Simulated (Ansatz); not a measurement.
```yaml
crystal:
  periodic: [false, false, false]
  atoms:
    - {symbol: S, position_ang: [-2.076755, 0.100945, -1.329367]}
    - {symbol: Si, position_ang: [-0.936164, 0.293881, 0.361857]}
    - {symbol: Si, position_ang: [0.532525, -1.381747, 0.461960]}
    - {symbol: Si, position_ang: [1.218506, 0.683262, -0.072877]}
    - {symbol: H, position_ang: [-2.042197, 1.346848, -1.665251]}
    - {symbol: H, position_ang: [-1.609624, 0.807419, 1.509055]}
    - {symbol: H, position_ang: [0.942694, -1.845599, 1.745355]}
    - {symbol: H, position_ang: [0.454354, -2.417914, -0.510777]}
    - {symbol: H, position_ang: [1.582691, 1.021623, -1.406832]}
    - {symbol: H, position_ang: [2.013842, 1.342034, 0.909757]}
basis:
  gaussian: {orbitals: aug-cc-pVDZ, nuclear_model: gaussian}
hamiltonian: {xc: {name: PBEsol}}
output: {forces: true}
```

```sh
$ ansatz run in.yaml --threads 2 --pin off --events-out ev --progress --plain --max-ram 4352MiB
```

It prints (some lines left out):

```
Functional definition: PBEsol
1711 factors; their error is unknown
mean field evaluation 1: about -34482.8583 eV, gradient 2.8e1 eV
mean field evaluation 2: about -34481.2539 eV, gradient 3.6e1 eV
mean field evaluation 4: about -34486.3319 eV, gradient 2.0e0 eV
mean field evaluation 8: about -34486.3454 eV, gradient 3.7e-2 eV
mean field evaluation 16: about -34486.2440 eV, gradient 9.0e-5 eV
mean field -34486.24403170 eV, -1267.3460925494 hartree, gradient 2.2e-5 eV, S^2 0.000000; 0 other end points of the search recorded, 0 dependent functions left out
reference -34486.24413290 eV, -1267.3460962683 hartree; 32, 32 occupied and 130, 130 virtual orbitals, 1711 factors
Total energy: -34486.24413290 eV, -1267.3460962683 hartree
Atom 0 at    -2.076755     0.100945    -1.329367 Å, force    -1.246561    -2.448679    -1.160769 eV/Å
Atom 1 at    -0.936164     0.293881     0.361857 Å, force    -0.160901     0.331444     0.632052 eV/Å
Atom 2 at     0.532525    -1.381747     0.461960 Å, force     0.111050    -0.428061     0.030857 eV/Å
Atom 3 at     1.218506     0.683262    -0.072877 Å, force     0.332348     0.260984    -0.127724 eV/Å
Atom 4 at    -2.042197     1.346848    -1.665251 Å, force     0.019191     2.280771    -0.695456 eV/Å
Atom 5 at    -1.609624     0.807419     1.509055 Å, force    -0.740073     0.579918     1.371399 eV/Å
Atom 6 at     0.942694    -1.845599     1.745355 Å, force     0.481262    -0.505006     1.496055 eV/Å
Atom 7 at     0.454354    -2.417914    -0.510777 Å, force    -0.109970    -1.188195    -1.149782 eV/Å
Atom 8 at     1.582691     1.021623    -1.406832 Å, force     0.394827     0.380528    -1.558878 eV/Å
Atom 9 at     2.013842     1.342034     0.909757 Å, force     0.918827     0.736296     1.162246 eV/Å
Dipole moment:     0.075234     0.155390     0.039392 e Å
```

It took 2.8 s on 2 threads of an Intel Xeon 6975P-C on a shared host, with 0.27 GiB of host memory at the peak.
